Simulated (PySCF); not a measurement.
## Worked example: chemical shift, span and skew from a shielding tensor

furan-2-ylsilane (C4H6OSi), SMILES [SiH3]c1ccco1. Atoms are numbered in the order given.

```xyz
12

Si    -0.0084     2.0505     0.0000
C      0.0989     0.1850     0.0000
C      1.1619    -0.6794     0.0000
C      0.6191    -2.0085     0.0000
C     -0.7352    -1.8509     0.0000
O     -1.0625    -0.5417     0.0000
H     -0.7260     2.5428    -1.2104
H     -0.7260     2.5428     1.2104
H      1.3897     2.5660     0.0000
H      2.2144    -0.3972     0.0000
H      1.1644    -2.9511     0.0000
H     -1.5662    -2.5543     0.0000
```

Geometry optimised at ωB97X-D3(BJ)/def2-SVP.

GIAO shieldings from PySCF with PBE/pcSseg-1, non-relativistic, no solvent. The symmetric part of the tensor of C4 has the principal values -17.2, 60.9, 153.7 ppm. The same nucleus in TMS has σ = 182.0 ppm at this level (PySCF, at its B3LYP-D3(BJ)/def2-TZVP geometry).

Q: Work out the isotropic shielding, the ¹³C shift against TMS, the span and the skew.

A: 
σ(iso) = (σ11 + σ22 + σ33)/3 = 65.8 ppm. δ = σ(ref) − σ(iso) = 182.0 − (65.8) = 116.2 ppm.
Span Ω = σ33 − σ11 = 170.9 ppm. Skew κ = 3(σ(iso) − σ22)/Ω = 0.09. Tumbling in solution averages the tensor to δ; in a static solid the shielding alone would spread this spin-1/2 line over Ω.
